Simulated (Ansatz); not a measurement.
Reaction (ligand exchange at the Si–N bond): `O=C=N[SiH2]O` + `O[SiH](Cl)Cl` → `O[SiH2]O[SiH](Cl)Cl` + `N=C=O`

Gas-phase electronic energies from Ansatz, PBE0-D4/def2-TZVP geometries. CCSD(T)/CBS is the MP2 limit (def2-TZVPP, def2-QZVPP) plus CCSD(T) − MP2 in def2-TZVPP, frozen cores. This one scheme is used for every species. Functionals use def2-TZVPP. B3LYP here is the variant with VWN-RPA as its local correlation; programs differ in this. Each species was taken in one conformer, which may not be the lowest.

Question: Is it downhill or uphill in electronic energy at CCSD(T)/CBS, and by how much? (Estimate.)

Answer: The calculation gave: Downhill: ΔE = -6.0 kcal/mol.

Question: What do these levels give: PBE-D4, B3LYP-D4, ωB97X-V, PBE, PBE0, HF/def2-TZVPP, SCS-MP2/def2-TZVPP, CCSD(T)/def2-TZVPP, HF/def2-QZVPP, SCS-MP2/def2-QZVPP, HF/CBS(def2), CCSD/CBS(def2)? (Estimate.)

Answer: The calculation gave: PBE-D4 -5.1, B3LYP-D4 -6.3, ωB97X-V -5.7, PBE -4.0, PBE0 -3.9, HF/def2-TZVPP -4.7, SCS-MP2/def2-TZVPP -5.5, CCSD(T)/def2-TZVPP -6.0, HF/def2-QZVPP -5.1, SCS-MP2/def2-QZVPP -5.6, HF/CBS(def2) -5.1, CCSD/CBS(def2) -5.8 kcal/mol.

Largest T1 diagnostic among the species: 0.018.

The D4 term adds −1.8 kcal/mol with B3LYP and −1.1 kcal/mol with PBE0; it sums over pairs of atoms, weighted by their polarisabilities, and B3LYP, whose exchange is more repulsive, gets the larger term.
